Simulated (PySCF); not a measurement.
Compound: CH₅BBrN.
Atom-mapped SMILES: `[CH3:1][B:2]([NH2:3])[Br:4]` (hydrogens: H5, H6, H7 on C1; H8, H9 on N3)

Computed by this run: PySCF 2.14.0, PBE0-D3(BJ)/def2-SVP geometry optimisation, gas phase; density fitting, grid level 1; the optimiser is geomeTRIC in internal coordinates, started from a GFN2-xTB structure with every atom displaced at random (about 0.01 Å).

Geometry at step 2:
```
atom  x, y, z in Å
C1     -1.1145   -0.2792    0.3434
B2      0.2006    0.4598   -0.0969
N3      1.4272   -0.1763   -0.2857
Br4     0.1686    2.3840   -0.4311
H5     -1.2484   -1.1979   -0.2523
H6     -1.0893   -0.5812    1.4040
H7     -2.0076    0.3454    0.2066
H8      2.2273    0.2055   -0.7749
H9      1.5015   -1.1745   -0.1397
```

Q: Give the atomic forces at this geometry.

A: 
```
atom  Fx (eV/Å)  Fy (eV/Å)  Fz (eV/Å)
  C1     -0.053     -0.032      0.011
  B2      0.198      0.230     -0.093
  N3     -0.152     -0.323     -0.167
 Br4     -0.022     -0.039     -0.025
  H5     -0.002     -0.017      0.051
  H6      0.076      0.018     -0.001
  H7      0.020      0.009      0.000
  H8     -0.070      0.245      0.238
  H9      0.006     -0.091     -0.013
```

The largest, 0.39 eV/Å, acts on N3; the rms over all components is 0.122 eV/Å. The forces sum to zero within rounding, as they must for an isolated molecule in no field.

Q: Give the force on N3 in Eh/bohr and in nN.

A: 0.394 eV/Å ÷ 51.422 = 0.00766 Eh/bohr, and 0.394 eV/Å × 1.602 = 0.63 nN.

Q: How far is this geometry from the end of the optimisation?

A: 0.079 eV above it, and 0.409 Å rms away after alignment. The bonds farthest from their final lengths, with half the difference of the two atoms' forces along the bond (positive lengthens):

```csv
bond,now (Å),final (Å),force along bond (eV/Å)
B2–N3,1.395,1.390,-0.02
C1–B2,1.571,1.568,+0.18
C1–H7,1.098,1.102,-0.02
C1–H5,1.103,1.101,-0.02
```

The angle farthest from its final value is B2–C1–H5, 110.0° against 113.1°.

The cost below is that of the whole optimisation. On Arm Neoverse V1, one thread, on a shared host, this took 58 s wall and 0.40 GiB of memory at its peak.
